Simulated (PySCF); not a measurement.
Geometry:
```csv
atom,x (Å),y (Å),z (Å)
C1,3.216,-0.515,0.510
C2,2.408,-0.202,-0.742
C3,1.147,0.598,-0.466
C4,0.047,-0.066,0.409
C5,-1.235,0.613,-0.148
C6,-2.518,-0.159,-0.082
C7,-3.840,0.549,-0.096
C8,-3.367,-0.125,1.159
Si9,-0.232,0.889,-1.743
H10,3.529,0.408,1.024
H11,2.628,-1.108,1.229
H12,4.125,-1.090,0.274
H13,3.040,0.351,-1.459
H14,2.136,-1.144,-1.250
H15,1.409,1.575,-0.020
H16,0.184,0.030,1.500
H17,0.008,-1.148,0.184
H18,-1.362,1.594,0.345
H19,-2.491,-1.121,-0.608
H20,-4.668,0.098,-0.649
H21,-3.828,1.643,-0.126
H22,-3.868,-1.043,1.479
H23,-3.029,0.510,1.984
H24,-0.366,-0.256,-2.702
H25,-0.326,2.172,-2.511
```

Geometry: PBE0-D3(BJ)/def2-SVP; GIAO absolute shieldings from PySCF, gas phase, non-relativistic, averaged over equivalent atoms.

At PBE0/pcSseg-1 (240 basis functions, 59 s wall time on 1 thread of an Arm Neoverse V2, shared host):
| atoms | σ (ppm) |
| --- | --- |
| C4 | 147.4 |
| C5 | 154.1 |
| C2 | 155.0 |
| C3 | 159.6 |
| C1 | 168.5 |
| C6 | 169.1 |
| C8 | 176.1 |
| C7 | 178.2 |
| Si9 | 374.4 |
| H25 | 26.40 |
| H24 | 26.91 |
| H16 | 28.53 |
| H13 | 29.78 |
| H17 | 29.81 |
| H14 | 29.99 |
| H15 | 30.20 |
| H10/H11/H12 | 30.35 |
| H19 | 30.73 |
| H22 | 30.81 |
| H20 | 30.85 |
| H18 | 30.99 |
| H23 | 31.29 |
| H21 | 31.36 |

Q: What do these become at KT2/pcSseg-1?

A: 
```json
{"atoms": "C4", "σ at KT2/pcSseg-1": "143.3", "change": "-4.1"}
{"atoms": "C5", "σ at KT2/pcSseg-1": "149.3", "change": "-4.8"}
{"atoms": "C2", "σ at KT2/pcSseg-1": "151.2", "change": "-3.8"}
{"atoms": "C3", "σ at KT2/pcSseg-1": "155.5", "change": "-4.1"}
{"atoms": "C1", "σ at KT2/pcSseg-1": "166.9", "change": "-1.6"}
{"atoms": "C6", "σ at KT2/pcSseg-1": "166.5", "change": "-2.6"}
{"atoms": "C8", "σ at KT2/pcSseg-1": "174.5", "change": "-1.6"}
{"atoms": "C7", "σ at KT2/pcSseg-1": "177.0", "change": "-1.2"}
{"atoms": "Si9", "σ at KT2/pcSseg-1": "384.7", "change": "+10.3"}
{"atoms": "H25", "σ at KT2/pcSseg-1": "26.13", "change": "-0.27"}
{"atoms": "H24", "σ at KT2/pcSseg-1": "26.75", "change": "-0.16"}
{"atoms": "H16", "σ at KT2/pcSseg-1": "28.19", "change": "-0.34"}
{"atoms": "H13", "σ at KT2/pcSseg-1": "29.54", "change": "-0.24"}
{"atoms": "H17", "σ at KT2/pcSseg-1": "29.59", "change": "-0.22"}
{"atoms": "H14", "σ at KT2/pcSseg-1": "29.79", "change": "-0.20"}
{"atoms": "H15", "σ at KT2/pcSseg-1": "29.91", "change": "-0.29"}
{"atoms": "H10/H11/H12", "σ at KT2/pcSseg-1": "30.26", "change": "-0.09"}
{"atoms": "H19", "σ at KT2/pcSseg-1": "30.58", "change": "-0.15"}
{"atoms": "H22", "σ at KT2/pcSseg-1": "30.69", "change": "-0.12"}
{"atoms": "H20", "σ at KT2/pcSseg-1": "30.75", "change": "-0.10"}
{"atoms": "H18", "σ at KT2/pcSseg-1": "30.74", "change": "-0.25"}
{"atoms": "H23", "σ at KT2/pcSseg-1": "31.24", "change": "-0.05"}
{"atoms": "H21", "σ at KT2/pcSseg-1": "31.31", "change": "-0.05"}
```

The largest change is at Si9 (silicon bonded to 2 C, 2 H, in a 4-membered ring). Cost: 240 basis functions, 64 s wall time on 1 thread of an Arm Neoverse V2, shared host. The order of the carbon signals changes between the two levels.
